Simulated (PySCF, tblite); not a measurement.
Isomers of C4H16OSi3, one GFN2-xTB conformer each. Single-point energies are computed at PBE0/pcSseg-1 (PySCF, gas phase, no added dispersion term), electronic only.

| SMILES | GFN2-xTB relative energy (kcal/mol) |
| --- | --- |
| C[SiH2]CO[C@@H]([SiH3])C[SiH3] | 43.8 |
| CC(C)O[SiH2]C([SiH3])[SiH3] | 0.0 |
| C[C@]([SiH3])(CO)C[SiH2][SiH3] | 47.9 |
| OCC[C@@H]([SiH3])[SiH2]C[SiH3] | 46.9 |

Conformers: `[CH3:1][SiH2:2][CH2:3][O:4][C@@H:5]([SiH3:6])[CH2:7][SiH3:8]` with C1–Si2–C3–O4 54°, Si2–C3–O4–C5 175°, C3–O4–C5–Si6 82°, O4–C5–C7–Si8 30°; `[CH3:1][CH:2]([CH3:3])[O:4][SiH2:5][CH:6]([SiH3:7])[SiH3:8]` with C1–C2–O4–Si5 90°, C2–O4–Si5–C6 -178°, O4–Si5–C6–Si7 53°; `[CH3:1][C@:2]([SiH3:3])([CH2:4][OH:5])[CH2:6][SiH2:7][SiH3:8]` with C1–C2–C4–O5 -59°, C2–C4–O5–H -60°, C1–C2–C6–Si7 -72°, C2–C6–Si7–Si8 -90°; `[OH:1][CH2:2][CH2:3][C@@H:4]([SiH3:5])[SiH2:6][CH2:7][SiH3:8]` with H–O1–C2–C3 -60°, O1–C2–C3–C4 58°, C2–C3–C4–Si5 53°, C3–C4–Si6–C7 169°, C4–Si6–C7–Si8 177°.

**Question.** What does PBE0/pcSseg-1 give for the same structures?

**Answer.** 
```tsv
SMILES	PBE0/pcSseg-1 E (Eh)	PBE0/pcSseg-1 (kcal/mol)	GFN2-xTB (kcal/mol)	point group
CC(C)O[SiH2]C([SiH3])[SiH3]	-1105.08327	0.0	0.0	C1
OCC[C@@H]([SiH3])[SiH2]C[SiH3]	-1105.03935	27.6	46.9	C1
C[C@]([SiH3])(CO)C[SiH2][SiH3]	-1105.02018	39.6	47.9	C1
C[SiH2]CO[C@@H]([SiH3])C[SiH3]	-1105.01418	43.4	43.8	C1
```

Both levels put the same isomer lowest; measured from each level's own lowest isomer, the values differ by up to 19.3 kcal/mol (OCC[C@@H]([SiH3])[SiH2]C[SiH3]: 46.9 against 27.6). As drawn, the lowest has an Si–O bond, which the highest lacks.

**Question.** Which frontier levels, dipoles and rotational constants go with these structures?

**Answer.** 
```tsv
SMILES	HOMO (eV, PBE0/pcSseg-1)	LUMO (eV)	dipole (D)	A, B, C (MHz)
CC(C)O[SiH2]C([SiH3])[SiH3]	-8.04	0.24	1.50	2034, 556.4, 495.7
OCC[C@@H]([SiH3])[SiH2]C[SiH3]	-7.68	0.33	1.06	2377, 439.8, 404.0
C[C@]([SiH3])(CO)C[SiH2][SiH3]	-7.75	-0.43	0.78	1704, 640.0, 568.2
C[SiH2]CO[C@@H]([SiH3])C[SiH3]	-7.29	0.61	1.46	1234, 756.8, 542.9
```

**Question.** What happens when harmonic zero-point energies from GFN2-xTB frequencies are added?

**Answer.** 
| SMILES | ZPE (kcal/mol) | electronic (kcal/mol) | with ZPE (kcal/mol) |
| --- | --- | --- | --- |
| CC(C)O[SiH2]C([SiH3])[SiH3] | 111.8 | 0.0 | 0.0 |
| OCC[C@@H]([SiH3])[SiH2]C[SiH3] | 111.6 | 27.6 | 27.4 |
| C[C@]([SiH3])(CO)C[SiH2][SiH3] | 111.9 | 39.6 | 39.7 |
| C[SiH2]CO[C@@H]([SiH3])C[SiH3] | 110.9 | 43.4 | 42.5 |

The zero-point energies span 1.0 kcal/mol. The order is unchanged.
